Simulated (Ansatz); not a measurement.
**Worked example: the barrier**

An elementary step of SiNH₅ClF, singlet (SiNH₄Cl ([NH2][SiH2][Cl]) + HF → SiNH₄F ([NH2][SiH2][F]) + HCl; bonds formed: Si1–F7, Cl2–H6; bonds broken: Si1–Cl2, H6–F7). “Start” is the structure reached by relaxing down from the saddle towards the reactants; PBE0-D4/def2-TZVP structures. The saddle:

```
atom    x (Å)    y (Å)    z (Å)
 Si1  -0.4065  -0.3216   0.0087
 Cl2   1.3506  -1.9616   0.7017
  H3  -0.6518  -1.2914  -1.0862
  H4  -1.4075  -0.5381   1.0693
  N5  -0.3458   1.1132  -0.8823
  H6   1.3112  -0.5688   1.3066
  F7   0.7515   0.4441   1.2711
  H8  -0.0871   2.0128  -0.5162
  H9  -0.5146   1.1115  -1.8727
```

Program: Ansatz 0.2.0. Basis: def2-TZVPP and def2-QZVPP. Cores are frozen in the correlated methods.

Energies in eV:

| quantity | saddle | start |
| --- | --- | --- |
| Hartree–Fock, triple zeta (X = 3) | -24635.87030 | -24637.64883 |
| Hartree–Fock, quadruple zeta (X = 4) | -24636.68034 | -24638.45235 |
| MP2 correlation, X = 3 | -22.47494 | -21.93983 |
| MP2 correlation, X = 4 | -24.42675 | -23.89254 |
| CCSD(T) correlation, X = 3 | -24.30761 | -23.81312 |

Task: Work out the barrier at the basis limit: extrapolate Hartree–Fock as E(X) = E∞ + A exp(−7.88 √X) and the MP2 correlation as E(X) = E∞ + B X^−2.97 (the exponents that Neese and Valeev fitted for def2-TZVPP and QZVPP), then add CCSD(T) − MP2 in triple zeta.

Result: Each step is linear, so take the differences first (saddle − start): Hartree–Fock 1.77853 (X = 3) and 1.77201 (X = 4); MP2 correlation -0.53511 and -0.53421; CCSD(T) correlation -0.49449.
Two points give E∞ = E(4) + w [E(4) − E(3)], with w = 1/(exp(7.88 (2 − √3)) − 1) = 0.1377 for Hartree–Fock and w = 1/((4/3)^2.97 − 1) = 0.7407 for the correlation.
Hartree–Fock: 1.77201 + 0.1377 × (-0.00652) = 1.7711 eV.
MP2 correlation: -0.53421 + 0.7407 × 0.00090 = -0.5335 eV.
CCSD(T) − MP2: -0.49449 − (-0.53511) = 0.0406 eV.
Sum: 1.7711 + (-0.5335) + 0.0406 = 1.2782 eV, or 29.48 kcal/mol. Plain CCSD(T) in triple zeta gives 1.2840 eV, so the larger basis shifts the result by -0.0058 eV.

No T1 diagnostic of these runs exceeds 0.012.

Labels in which every atom is bracketed show which atoms are joined, not bond orders.

For scale, one of the runs: CCSD(T)/def2-TZVPP, 216 basis functions, launched by `ansatz run in.yaml --threads 4 --pin off --events-out ev --progress --plain --max-ram 9574MiB`. Time: 52 s of wall clock on 4 CPU threads of an Arm Neoverse V2; the host was shared. Peak host memory: 3.1 GiB.
